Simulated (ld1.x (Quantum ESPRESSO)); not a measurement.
# Reading a pseudo-wave (germanium)

Columns: radius, all-electron u(r) and pseudo u(r) of the 4p shell (level -3.89 eV) of germanium in the configuration [Ar] 3d10 4s2 4p2; Wu–Cohen, scalar-relativistic, ultrasoft scheme, ld1.x (Quantum ESPRESSO) 7.5.

| r (bohr) | all-electron | pseudo |
| --- | --- | --- |
| 0.113 | 0.1492 | 0.0061 |
| 0.225 | -0.0005 | 0.0238 |
| 0.338 | -0.1792 | 0.0526 |
| 0.450 | -0.2484 | 0.0905 |
| 0.563 | -0.2213 | 0.1363 |
| 0.675 | -0.1392 | 0.1871 |
| 0.788 | -0.0325 | 0.2415 |
| 0.900 | 0.0777 | 0.2964 |
| 1.013 | 0.1829 | 0.3506 |
| 1.125 | 0.2763 | 0.4014 |
| 1.238 | 0.3578 | 0.4482 |
| 1.350 | 0.4258 | 0.4894 |
| 1.463 | 0.4821 | 0.5250 |
| 1.575 | 0.5267 | 0.5544 |
| 1.688 | 0.5616 | 0.5781 |
| 1.800 | 0.5874 | 0.5962 |
| 1.913 | 0.6056 | 0.6094 |
| 2.025 | 0.6169 | 0.6181 |
| 2.138 | 0.6225 | 0.6227 |
| 2.250 | 0.6232 | 0.6232 |
| 2.363 | 0.6197 | 0.6197 |
| 2.475 | 0.6128 | 0.6128 |
| 2.588 | 0.6029 | 0.6029 |
| 2.700 | 0.5908 | 0.5908 |
| 2.813 | 0.5767 | 0.5767 |
| 2.925 | 0.5612 | 0.5612 |

Q: How many radial nodes do the two functions have?

A: The all-electron 4p function has n − l − 1 = 2; the pseudo-wave has 0, since the states of the same l below it are removed with the core.

Q: At about which radius was the pseudo-wave matched?

A: 2.25 bohr, where the columns begin to agree (steps of 0.11 bohr).

Q: Is the pseudo-wave norm-conserving?

A: No, it belongs to an ultrasoft set: the norm inside the radius is not constrained, and the difference is carried by the augmentation charge.
